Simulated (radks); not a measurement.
These are the eigenvalues of the occupied orbitals of an atom or ion with whole-number occupations (eV). Method: Dirac Kohn-Sham, LDA (Slater exchange, Perdew-Wang correlation), spin-unpolarised, spherical densities, finite nucleus; Fermi nuclear charge, rms radius of each element as measured or else 0.836 A^(1/3) + 0.57 fm; computed with a radial shooting solver on a logarithmic mesh with Libxc functionals.

1s1/2: -63095.84
2s1/2: -10741.53
2p1/2: -10258.24
2p3/2: -9142.015
3s1/2: -2439.094
3p1/2: -2224.351
3p3/2: -1986.342
3d3/2: -1619.741
3d5/2: -1567.725
4s1/2: -490.5731
4p1/2: -403.0816
4p3/2: -348.7128
4d3/2: -204.4145
4d5/2: -194.4889
5s1/2: -68.2554
5p1/2: -43.8899
5p3/2: -36.8599
4f5/2: -17.7950
4f7/2: -16.2669
6s1/2: -9.4929
5f5/2: -0.4315

Which element is it, and in what charge state? The configuration may be excited. Open shells, if any, fill j = l - 1/2 first.

Answer. Z = 71, lutetium, charge 0: Lu in [Xe] 4f14 6s2 5f1. The list shows which subshells hold electrons but not how many an open one holds; the 1s level, -2318.7 hartree, gives Z - s = 68.1 by -(Z - s)^2/2, which with screening and relativity narrows Z to a few neighbours, and the depths of the outer levels then fix element, charge and occupations together.
